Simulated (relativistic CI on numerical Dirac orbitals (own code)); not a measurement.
Computed by Dirac-Coulomb-Breit CI, separate exchange-only KLI orbitals for each configuration, model QED (radiative potential, 1s self-energy scaled to tabulated hydrogen-like ionisation energies), unscaled Slater integrals (own radial code, finite nucleus).

Configurations in the expansion (outside the closed core 1s2): 2s2 2p5, 2s 2p6, 2p6 3s, 2p6 3p, 2p6 3d, 2s2 2p4 3s, 2s2 2p4 3p, 2s2 2p4 3d, 2s 2p5 3s, 2s 2p5 3p, 2s 2p5 3d, 2s2 2p4 4s, 2s2 2p4 4p, 2s2 2p4 4d, 2s2 2p4 4f, 2s 2p5 4s, 2s 2p5 4p, 2s 2p5 4d, 2s 2p5 4f, 2s2 2p3 3s2, 2s2 2p4 5s, 2s2 2p3 3s 3p, 2s2 2p4 5p, 2s2 2p4 5d, 2s2 2p4 5f, 2s2 2p4 5g, 2s2 2p3 3p2, 2s2 2p3 3s 3d, 2s2 2p3 3p 3d, 2s 2p4 3s2, 2s2 2p3 3d2, 2s 2p4 3s 3p, 2s 2p4 3p2, 2s 2p5 5s, 2s 2p4 3s 3d, 2s 2p5 5p. Levels of other configurations are missing.

At this charge energies of transitions that change n are usually good to better than 1 %, and those within a shell (Δn = 0) to a few per cent.

Outline of the computed level scheme of Ag XXXIX. Lowest level of each configuration: 2s2 2p5 2P°_3/2 at 0.00 eV; 2s 2p6 2S_1/2 at 436.27 eV; 2s2 2p4 3s 4P_5/2 at 3174.89 eV; 2s2 2p4 3p 4P°_3/2 at 3245.70 eV; 2s2 2p4 3d 4D_3/2 at 3378.98 eV.

Some strong electric-dipole decays among the lowest 45 levels: 2s2 2p4 3d 2D_5/2 → 2s2 2p5 2P°_3/2 (1.6e+14 s⁻¹); 2s2 2p4 3d 2D_3/2 → 2s2 2p5 2P°_3/2 (1.6e+14 s⁻¹); 2s2 2p4 3d 2D_5/2 → 2s2 2p5 2P°_3/2 (1.6e+14 s⁻¹); 2s2 2p4 3d 2P_1/2 → 2s2 2p5 2P°_3/2 (1.1e+14 s⁻¹); 2s2 2p4 3d 2D_3/2 → 2s2 2p5 2P°_3/2 (7.3e+13 s⁻¹); 2s2 2p4 3d 4F_5/2 → 2s2 2p5 2P°_3/2 (7.2e+13 s⁻¹); 2s2 2p4 3s 2S_1/2 → 2s2 2p5 2P°_1/2 (3.3e+13 s⁻¹); 2s2 2p4 3s 2P_3/2 → 2s2 2p5 2P°_3/2 (2.9e+13 s⁻¹).

LS names give the leading component of a level, which can be under half, so a name can repeat, a term be missing and a line seem to break the LS rules.
